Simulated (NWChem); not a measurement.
System: iodine monochloride (ICl); SMILES ClI

Input file for NWChem:

```
start job
memory heap 200 mb stack 900 mb global 1100 mb
geometry units angstroms noautoz
  Cl     0.000000     0.000000     1.771383
  I      0.000000     0.000000    -0.585249
end
basis spherical
  * library def2-tzvpd
end
ecp
  I library def2-ecp
end
dft
  xc m06-2x
  iterations 150
  mulliken
end
task dft energy
```

Geometry: optimised at PBE0/def2-SVP. def2 effective core potentials on I; no spin-orbit coupling.

### Question
Predict the main results of this run. (M06-2X/def2-TZVPD with def2 effective core potentials on I.) Quantities: energy (Ha); highest occupied level (eV); orbital gap (eV); dipole (D).

### Answer
The energy (Ha) is -757.82, the highest occupied level (eV) is -9.11 and the orbital gap (eV) comes out as 6.35. The dipole (D) is 1.33.
